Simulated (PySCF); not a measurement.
Computed IR spectrum (relative IR intensity) of a molecule C₄H₂BrF. Coordinates come from a PBE-D3(BJ)/def2-SVP optimisation. The values are those of a single conformer. Calculation: PBE-D3(BJ)/def2-SVP run with PySCF. Frequencies are harmonic and unscaled.

Lines under 2 % of the strongest are left out, and lines within 2 cm⁻¹ are merged.

| ν (cm⁻¹) | relative intensity |
|---|---|
| 240 | 3.5 |
| 266 | 3.6 |
| 576 | 2.6 |
| 604 | 4.8 |
| 624 | 26 |
| 687 | 23 |
| 711 | 9.7 |
| 755 | 34 |
| 874 | 57 |
| 1126 | 100 |
| 1275 | 56 |
| 1616 | 12 |
| 2153 | 11 |
| 3161 | 13 |
| 3404 | 78 |

Problem. Which structure fits?
A) C#C/C(Br)=C\F
B) C#C/C(F)=C\Br
C) C#C/C=C(\F)Br

Solution. B, C#C/C(F)=C\Br
